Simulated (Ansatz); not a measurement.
Cost and result up the ladder for the cluster Si2F2 (4 atoms). The state is a singlet with charge 0. Geometry: B3LYP-D4/def2-TZVP.

```xyz
4

Si    0.566   -0.959    0.080
Si   -0.566    0.959   -0.080
F    -0.583    1.767   -1.472
F     0.583   -1.767    1.472
```

Ansatz on 4 threads of Arm Neoverse V1 on a shared host. Times are rough, and most runs start from the orbitals of an earlier one. No level here is sound enough to serve as a yardstick. Binding counts from free atoms at the same level (Si triplet, F doublet; other spins of the atoms weren't run), without zero-point energy or a counterpoise term.

Correlated methods freeze 12 core orbitals. Another isomer (triplet) lies 0.70 eV lower at PBE0-D4/def2-TZVP; other spin states weren't run for this one.

Correlated methods converge slowly with the basis.

```tsv
level	functions	wall time	binding energy per atom (eV)	remarks
LDA (SPW92)/def2-TZVP	136	0.45 s	4.13	restricted SCF unstable in HF
PBE-D4/def2-TZVP (with forces)	136	0.85 s	3.57	restricted SCF unstable in HF
r2SCAN-D4/def2-TZVP	136	1.7 s	3.43	restricted SCF unstable in HF
PBE0-D4/def2-TZVP	136	1.8 s	3.33	restricted SCF unstable in HF
CAM-B3LYP-D4/def2-TZVP	136	2.1 s	3.34	restricted SCF unstable in HF
CCSD(T)/def2-TZVPP	146	19 s	3.28	large T1 (0.021), restricted SCF unstable
```
